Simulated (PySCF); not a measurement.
CHO2, doublet, geometry from GFN2-xTB; MN15/aug-cc-pVDZ (PySCF).

PySCF was given this input:
```python
from pyscf import gto, scf, dft

mol = gto.Mole()
mol.atom = '''
O 
C  1 1.198446
O  2 1.198446 1 145.716867
H  2 1.210440 3 107.141567 1 179.999999
'''
mol.basis = 'aug-cc-pvdz'
mol.spin = 1
mol.verbose = 4
mol.build()

mf = dft.UKS(mol)
mf.xc = 'mn15'
mf.kernel()
mf.analyze()
```

### Question
Write the output that PySCF gives for this input, abridged.

### Answer

```
PySCF version 2.14.0

[INPUT] verbose = 4
[INPUT] num. atoms = 4
[INPUT] num. electrons = 23
[INPUT] charge = 0
[INPUT] spin (= nelec alpha-beta = 2S) = 1
[INPUT] symmetry False subgroup None
[INPUT] Mole.unit = angstrom
[INPUT] Symbol           X                Y                Z      unit          X                Y                Z       unit  Magmom
[...]
nuclear repulsion = 64.1670949946889
number of shells = 29
number of NR pGTOs = 116
number of NR cGTOs = 78
basis = aug-cc-pvdz
ecp = {}

******** <class 'pyscf.dft.uks.UKS'> ********
method = UKS
initial guess = minao
damping factor = 0
level_shift factor = 0
DIIS = <class 'pyscf.scf.diis.CDIIS'>
diis_start_cycle = 1
diis_space = 8
diis_damp = 0
SCF conv_tol = 1e-09
SCF conv_tol_grad = None
SCF max_cycles = 50
direct_scf = True
direct_scf_tol = 1e-13
number electrons alpha = 12  beta = 11
XC library pyscf.dft.libxc version 7.1.2
    S. Lehtola, C. Steigemann, M. J. T. Oliveira, and M. A. L. Marques,  SoftwareX 7, 1–5 (2018)
XC functionals = mn15
    H. S. Yu, X. He, S. L. Li, and D. G. Truhlar,  Chem. Sci. 7, 5032–5051 (2016)
    H. S. Yu, X. He, S. L. Li, and D. G. Truhlar,  Chem. Sci. 7, 5032–5051 (2016)
radial grids:
    Treutler-Ahlrichs [JCP 102, 346 (1995); DOI:10.1063/1.469408] (M4) radial grids

becke partition: Becke, JCP 88, 2547 (1988); DOI:10.1063/1.454033
pruning grids: <function nwchem_prune>
grids dens level: 3
symmetrized grids: False
atomic radii adjust function: <function treutler_atomic_radii_adjust>
small_rho_cutoff = 0
Set gradient conv threshold to 3.16228e-05
tot grids = 52096
init E= -189.426558854924

cycle= 1 E= -188.749821235414  delta_E= 0.677  |g|= 0.619  |ddm|=  1.6
cycle= 2 E= -188.559910267363  delta_E= 0.19  |g|= 0.976  |ddm|= 0.995
cycle= 3 E= -188.906827487588  delta_E= -0.347  |g|= 0.0276  |ddm|= 0.599
cycle= 4 E= -188.907390957532  delta_E= -0.000563  |g|= 0.00719  |ddm|= 0.0514
cycle= 5 E= -188.907457000234  delta_E= -6.6e-05  |g|= 0.00198  |ddm|= 0.0124
cycle= 6 E= -188.907464880296  delta_E= -7.88e-06  |g|= 0.000714  |ddm|= 0.00562
cycle= 7 E= -188.907465087014  delta_E= -2.07e-07  |g|= 0.000943  |ddm|= 0.00129
cycle= 8 E= -188.907465442929  delta_E= -3.56e-07  |g|= 0.000324  |ddm|= 0.000773
cycle= 9 E= -188.907465499865  delta_E= -5.69e-08  |g|= 3.74e-05  |ddm|= 0.000316
cycle= 10 E= -188.907465501929  delta_E= -2.06e-09  |g|= 5.74e-06  |ddm|= 8.08e-05
cycle= 11 E= -188.907465501984  delta_E= -5.53e-11  |g|= 2.4e-06  |ddm|= 1.47e-05
[...]
converged SCF energy = -188.907465501989  <S^2> = 0.75650245  2S+1 = 2.0064919
Total Energy =                        -188.907465501988526
[...]
spin_pop of  1 C 2px      -0.01493
spin_pop of  1 C 2py      -0.02149
spin_pop of  1 C 2pz      -0.01895
spin_pop of  1 C 3px      -0.00027
spin_pop of  1 C 3py       0.00009
spin_pop of  1 C 3pz       0.00074
spin_pop of  1 C 4px       0.00008
spin_pop of  1 C 4py      -0.00000
spin_pop of  1 C 4pz       0.00021
spin_pop of  1 C 3dxy     -0.00061
spin_pop of  1 C 3dyz     -0.00006
spin_pop of  1 C 3dz^2     0.00060
spin_pop of  1 C 3dxz     -0.00055
spin_pop of  1 C 3dx2-y2    0.00050
spin_pop of  1 C 4dxy      0.00007
spin_pop of  1 C 4dyz      0.00002
spin_pop of  1 C 4dz^2     0.00011
spin_pop of  1 C 4dxz      0.00015
spin_pop of  1 C 4dx2-y2    0.00003
spin_pop of  2 O 1s       -0.00000
spin_pop of  2 O 2s        0.00087
spin_pop of  2 O 3s       -0.00030
spin_pop of  2 O 4s        0.00017
spin_pop of  2 O 2px       0.01697
spin_pop of  2 O 2py       0.01110
spin_pop of  2 O 2pz       0.31477
spin_pop of  2 O 3px       0.00052
spin_pop of  2 O 3py      -0.00003
spin_pop of  2 O 3pz       0.00019
spin_pop of  2 O 4px      -0.00006
spin_pop of  2 O 4py      -0.00002
spin_pop of  2 O 4pz       0.00001
spin_pop of  2 O 3dxy      0.00001
spin_pop of  2 O 3dyz     -0.00004
spin_pop of  2 O 3dz^2    -0.00015
spin_pop of  2 O 3dxz      0.00063
spin_pop of  2 O 3dx2-y2    0.00002
spin_pop of  2 O 4dxy      0.00000
spin_pop of  2 O 4dyz     -0.00001
spin_pop of  2 O 4dz^2    -0.00002
spin_pop of  2 O 4dxz      0.00002
spin_pop of  2 O 4dx2-y2    0.00001
spin_pop of  3 H 1s        0.37190
spin_pop of  3 H 2s        0.00072
spin_pop of  3 H 3s        0.00009
spin_pop of  3 H 2px      -0.00065
spin_pop of  3 H 2py      -0.00002
spin_pop of  3 H 2pz      -0.00019
spin_pop of  3 H 3px      -0.00002
spin_pop of  3 H 3py      -0.00003
spin_pop of  3 H 3pz       0.00024
 ** Mulliken Spin Density (per atom)  **
spin density of  0 O =      0.34473
spin density of  1 C =     -0.06142
spin density of  2 O =      0.34466
spin density of  3 H =      0.37204
 ** Mulliken pop alpha/beta on meta-lowdin orthogonal AOs **
 ** Mulliken pop       alpha | beta **
In total            12.00000 | 11.00000
 ** Mulliken atomic charges   ( Nelec_alpha | Nelec_beta ) **
charge of  0O =     -0.33453  (     4.33963      3.99490 )
charge of  1C =      0.48420  (     2.72719      2.78861 )
charge of  2O =     -0.33454  (     4.33960      3.99494 )
charge of  3H =      0.18486  (     0.59359      0.22155 )
Dipole moment(X, Y, Z, Debye):  0.47104,  0.00000, -1.52748
```
